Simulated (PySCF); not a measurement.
W(NH)(S)(SH)2 (H₃NS₃W), SMILES [NH]=[W](=[S])([SH])[SH], multiplicity 1.

Coordinates come from a B3LYP-D3(BJ)/def2-SVP optimisation. The spin state was assumed, not searched. The structure was generated by enumeration; whether it is a known compound was not checked. The def2 effective core potentials stand for the cores of W; spin–orbit coupling is left out. The values are those of a single conformer.

Method: PBE/def2-TZVP (PySCF).

Gas-phase values at a fixed geometry.

```
Item                                                                                                             Result
---------------------------------------------------------------------------------------------  ------------------------
total energy                                                                                        -1317.93776 hartree
highest occupied level                                                                                         -6.34 eV
lowest empty level                                                                                             -3.33 eV
orbital gap                                                                                                     3.01 eV
dipole moment                                                                                                    1.59 D
quadrupole, principal values (traceless, Buckingham form, about the centre of nuclear charge)   -8.54, -2.15, 10.70 D·Å
mean static polarisability                                                                       112.9 bohr³ (16.74 Å³)
polarisability, principal values                                                               97.3, 119.9, 121.6 bohr³
```
